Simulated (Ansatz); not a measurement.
Task: Name a neutral molecule of N, Sb, Si and H with HOMO energy (PBE/def2-TZVPP) between -6.00 and -5.70 eV and zero-point energy (PBE0-D4/def2-TZVP) between 133 and 149 kJ/mol (Ansatz, PBE0-D4/def2-TZVP geometry).

Result: `[SiH3][NH][SbH2]` (-5.98 eV, 142.3 kJ/mol); `N[SiH2][SbH2]` (-5.74 eV, 148.4 kJ/mol). Other molecules can fit too; these were computed, each in one conformer that needn't be the lowest.
